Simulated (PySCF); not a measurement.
## Ir- (iridium, charge -1) across methods

[Xe] 4f14 5d8 6s2, high-spin 3F determinant. All numbers are calculated (PySCF 2.14, a scalar-relativistic core potential, in aug-cc-pVDZ-PP with ECP60MDF (5s5p4d2f, 54 functions)).

```json
{"method": "PW91", "E (hartree)": "-104.5650", "mean ε 5d α (eV)": "0.406", "mean ε 6s β (eV)": "0.633", "mean ε 5d β (eV)": "1.372", "Σ⟨r²⟩ (bohr²)": "76.18", "⟨S²⟩": "2.011"}
{"method": "r2SCAN", "E (hartree)": "-104.5158", "mean ε 5d α (eV)": "0.184", "mean ε 6s β (eV)": "0.562", "mean ε 5d β (eV)": "1.317", "Σ⟨r²⟩ (bohr²)": "75.10", "⟨S²⟩": "2.020"}
{"method": "PBE", "E (hartree)": "-104.5131", "mean ε 5d α (eV)": "0.425", "mean ε 6s β (eV)": "0.667", "mean ε 5d β (eV)": "1.406", "Σ⟨r²⟩ (bohr²)": "76.48", "⟨S²⟩": "2.012"}
{"method": "B3LYP", "E (hartree)": "-104.5176", "mean ε 5d α (eV)": "-0.619", "mean ε 6s β (eV)": "0.158", "mean ε 5d β (eV)": "0.396", "Σ⟨r²⟩ (bohr²)": "76.60", "⟨S²⟩": "2.011"}
{"method": "BHandHLYP", "E (hartree)": "-104.3334", "mean ε 5d α (eV)": "-2.206", "mean ε 6s β (eV)": "-0.303", "mean ε 5d β (eV)": "-1.010", "Σ⟨r²⟩ (bohr²)": "77.24", "⟨S²⟩": "2.014"}
{"method": "CAM-B3LYP", "E (hartree)": "-104.4173", "mean ε 5d α (eV)": "-2.151", "mean ε 6s β (eV)": "-0.825", "mean ε 5d β (eV)": "-1.086", "Σ⟨r²⟩ (bohr²)": "76.37", "⟨S²⟩": "2.010"}
{"method": "PBE0", "E (hartree)": "-104.4588", "mean ε 5d α (eV)": "-0.935", "mean ε 6s β (eV)": "0.178", "mean ε 5d β (eV)": "0.199", "Σ⟨r²⟩ (bohr²)": "76.17", "⟨S²⟩": "2.015"}
{"method": "LDA", "E (hartree)": "-104.3064", "mean ε 5d α (eV)": "0.349", "mean ε 6s β (eV)": "0.422", "mean ε 5d β (eV)": "1.375", "Σ⟨r²⟩ (bohr²)": "75.58", "⟨S²⟩": "2.010"}
{"method": "UHF", "E (hartree)": "-103.62288", "mean ε 5d α (eV)": "-5.094", "mean ε 6s β (eV)": "-0.477", "mean ε 5d β (eV)": "-3.321", "Σ⟨r²⟩ (bohr²)": "84.73", "⟨S²⟩": "2.086"}
```

Energies and moments cover only the electrons outside the core potential. Spin-orbit coupling, absent here, splits the open shell strongly.

The highest occupied level is positive at PW91, r2SCAN, PBE, B3LYP, PBE0, LDA: only the finite basis holds that electron, which in a density functional comes from self-interaction.
